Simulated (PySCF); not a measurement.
B(H)(F)(NH2) (BFH3N), SMILES NBF. Atoms are numbered in the order given.

```xyz
6

B     -0.4894    -0.0734     0.0000
H     -1.6786    -0.1526     0.0000
F      0.2362    -1.2035     0.0000
N      0.1655     1.1544     0.0000
H      1.1692     1.2401     0.0000
H     -0.3274     2.0300     0.0000
```

Geometry: B3LYP-D3(BJ)/def2-TZVP. Other conformers were not sampled.

Computed with B3LYP/pcJ-1 run with PySCF.

Isotropic couplings with Fermi-contact, spin-dipole and both spin-orbit terms, one fixed conformer, no vibrational averaging. Isotopes: 11B, 14N, 19F, 1H.

Computed spin–spin coupling constants:
```tsv
pair	bonds apart	J (Hz)
B1–H2	1	169.9
B1–F3	1	-137.8
B1–N4	1	24.8
N4–H5	1	60.8
N4–H6	1	62.9
B1–H5	2	-3.0
B1–H6	2	6.4
H2–F3	2	80.2
H2–N4	2	9.5
F3–N4	2	1.5
H5–H6	2	-2.4
H2–H5	3	10.9
H2–H6	3	2.1
F3–H5	3	2.6
F3–H6	3	25.3
```
